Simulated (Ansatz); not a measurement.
Ideal-gas functions of CH$_{3}$AlOS$_{2}$ (`[SH][Al]1[O]C[S]1`) at 298.15 K and 1 bar, from an Ansatz frequency run at PBE0-D4/def2-TZVP.

Molar mass 122.15 g/mol, point group Cs (symmetry number 1), electronic degeneracy 1, moments of inertia 84.59, 341.636, 422.978 u Å². Harmonic wavenumbers (cm⁻¹, unscaled): 126, 130, 169, 261, 312, 493, 558, 652, 711, 840, 943, 1045, 1199, 1293, 1503, 2698, 3062, 3123.

Use S(trans) = R[1.5 ln M + 2.5 ln T − 1.1517]; rotational temperatures θ = 24.2544 K / I; S(rot) = R[ln(√π/σ · √(T³/θAθBθC)) + 1.5]; for each mode x = 1.438777 ν̃/T, S = R[x/(eˣ − 1) − ln(1 − e⁻ˣ)] and H = RT x/(eˣ − 1); 1 cm⁻¹ = 0.0119627 kJ/mol; R = 8.31446 J/(mol·K).

**Question.** By hand: the entropy, in J/(mol·K).

**Answer.** Translation 168.8. Rotation: θ = 0.2867, 0.071, 0.0573 K, giving 116.4. Vibration, mode by mode: 12.58, 12.33, 10.24, 6.92, 5.66, 2.83, 2.21, 1.54, 1.23, 0.74, 0.49, 0.33, 0.17, 0.12, 0.05, 0.00, 0.00, 0.00, in all 57.4. Electronic 0.0. Sum 342.6 J/(mol·K).

**Question.** By hand: H − E and G − E in kJ/mol, counted from the electronic energy.

**Answer.** Zero-point energy ½ × 19118 × 0.0119627 = 114.4; thermal vibration 9.7; translation, rotation and pV give 4 RT = 9.9. H − E = 134.0 kJ/mol, and G − E = 134.0 − 298.15 × 342.6/1000 = 31.9 kJ/mol.

Vibration gives 17 % of the entropy, 24.9 J/(mol·K) of it from the modes under 150 cm⁻¹: soft modes count most, and the harmonic formula is weakest for them. The sum counts one conformer and one mirror image; others add a mixing term.
